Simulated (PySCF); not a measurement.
## Peak assignment

Numbering as in the mapped SMILES `[CH3:1][P:2]([CH3:3])[Si:4]([CH3:5])([CH3:6])[CH3:7]`. Each H is labelled by its parent atom.

- NMR shieldings at PBE0/pcSseg-1/GIAO
- coordinates at the PBE0-D3(BJ)/def2-SVP level
- program: PySCF
- non-relativistic, one conformer, no solvent, one averaged value for each set of equivalent atoms

δ = σ(ref) − σ, references computed at the same level: 13C (σref 184.41) and 1H (σref 31.27) vs TMS.

Question: Assign these signals to the numbered atoms. 13C{1H} NMR (computed): δ 8.4, -3.9.

Answer: 
8.4 → C1/C3, methyl carbon bonded to P
-3.9 → C5/C6/C7, methyl carbon bonded to Si: an electropositive neighbour leaves it electron-rich and shielded

Question: Assign these signals to the numbered atoms. 1H NMR (500 MHz, computed): δ 0.90 (m, 6H), 0.07 (m, 9H).

Answer: 
0.90 → H(C1)/H(C3), hydrogen on a methyl carbon bonded to P
0.07 → H(C5)/H(C6)/H(C7), hydrogen on a methyl carbon bonded to Si: an electropositive neighbour shields it, as in TMS itself

Splittings by 31P in the carbon and heteronuclear signals aren't shown, as no couplings were computed. Shifts are as computed. Against solution values, carbons near 30 ppm lie about +2 ppm off and those near 130 ppm about +5 ppm (rms about the fit 1.9 ppm; single classes can miss by 10 ppm). Of 1328 compounds with measured shifts, 309 miss one by over three times the rms of a fit or turn the order of signals round; such compounds aren't used in these exercises. Signals without a measured value on file couldn't be tested in this way; 1H shifts scatter by 0.2 ppm about their fit, and single ones miss by 0.5 ppm. No couplings were computed; multiplicities are counted from neighbouring protons, with m where these are inequivalent, close in shift, in a saturated or five-membered ring or joined by F or P, and br s for small geminal =CH2 splittings.
